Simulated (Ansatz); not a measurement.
`CC(=O)SCCCCn1c2ccccc2c2ccccc21` with charge -1. Charge -1, multiplicity 2. Geometry PBE-D4/def2-SVP, that of the neutral singlet; atoms count from 1.

Cartesian coordinates in Å:
```
C -6.473 2.526 -1.207
C -5.197 1.713 -1.250
O -4.229 1.983 -1.937
S -5.253 0.268 -0.165
C -3.574 -0.383 -0.474
C -2.484 0.342 0.315
C -1.093 -0.241 0.055
C 0.003 0.525 0.808
N 1.333 -0.005 0.599
C 2.190 0.346 -0.439
C 2.006 1.287 -1.467
C 3.049 1.456 -2.388
C 4.244 0.708 -2.296
C 4.420 -0.234 -1.274
C 3.391 -0.426 -0.335
C 3.226 -1.291 0.816
C 4.034 -2.265 1.430
C 3.551 -2.939 2.559
C 2.269 -2.649 3.077
C 1.442 -1.683 2.487
C 1.933 -1.004 1.358
H -6.388 3.369 -1.917
H -6.648 2.915 -0.183
H -7.344 1.894 -1.472
H -3.395 -0.293 -1.565
H -3.623 -1.460 -0.215
H -2.721 0.298 1.401
H -2.499 1.416 0.029
H -0.866 -0.215 -1.033
H -1.058 -1.311 0.356
H -0.206 0.520 1.898
H 0.001 1.593 0.500
H 1.078 1.870 -1.556
H 2.931 2.187 -3.203
H 5.042 0.866 -3.037
H 5.351 -0.819 -1.205
H 5.032 -2.493 1.025
H 4.173 -3.703 3.048
H 1.908 -3.194 3.963
H 0.443 -1.473 2.897
```

Single mean-field runs in def2-TZVP are fitted with def2-universal-jkfit. The highest occupied level of the charge -1 doublet lies above zero (up to 1.32 eV). Energy differences disagree on whether the electron is bound (positive means bound): -0.15 eV (vertical, against the charge 0 singlet, at PBE0-D4/def2-TZVP), but 0.20 eV at PBE-D4/def2-TZVP.

**Question.** Estimate the Mulliken populations of the heavy atoms from the PBE0/def2-TZVP orbitals of Ansatz.

**Answer.** 
| atom | charge (e) | spin (α − β) |
| --- | --- | --- |
| C1 | -0.36 | -0.02 |
| C2 | 0.15 | 0.21 |
| O3 | -0.39 | 0.09 |
| S4 | -0.18 | 0.00 |
| C5 | -0.14 | 0.01 |
| C6 | -0.21 | -0.01 |
| C7 | -0.22 | 0.00 |
| C8 | -0.22 | -0.01 |
| N9 | 0.12 | 0.01 |
| C10 | 0.11 | 0.00 |
| C11 | -0.29 | 0.04 |
| C12 | -0.17 | 0.17 |
| C13 | -0.11 | -0.07 |
| C14 | -0.29 | 0.20 |
| C15 | 0.03 | 0.02 |
| C16 | 0.03 | 0.02 |
| C17 | -0.29 | 0.20 |
| C18 | -0.11 | -0.07 |
| C19 | -0.17 | 0.17 |
| C20 | -0.29 | 0.05 |
| C21 | 0.12 | 0.00 |
Mulliken values depend strongly on the basis.

**Question.** Where does the spin sit?

**Answer.** Summed by element: C 0.90, O 0.09, S 0.00, N 0.01, H 0.00, of 1 unpaired in all. Largest on single atoms: C2 0.21, C17 0.20, C14 0.20.

**Question.** And the Mayer bond orders between heavy atoms (over 0.3)?

**Answer.** C1–C2 0.98 (1.51 Å); C2–O3 1.84 (1.22 Å); C2–S4 1.12 (1.81 Å); S4–C5 1.01 (1.83 Å); C5–C6 1.01 (1.53 Å); C6–C7 0.99 (1.53 Å); C7–C8 1.01 (1.53 Å); C8–N9 0.94 (1.45 Å); N9–C10 1.14 (1.39 Å); N9–C21 1.14 (1.39 Å); C10–C11 1.37 (1.41 Å); C10–C15 1.25 (1.43 Å); C11–C12 1.34 (1.40 Å); C12–C13 1.39 (1.41 Å); C13–C14 1.46 (1.40 Å); C14–C15 1.23 (1.41 Å); C15–C16 1.13 (1.45 Å); C16–C17 1.23 (1.41 Å); C16–C21 1.25 (1.43 Å); C17–C18 1.46 (1.40 Å); C18–C19 1.39 (1.41 Å); C19–C20 1.34 (1.40 Å); C20–C21 1.37 (1.41 Å).
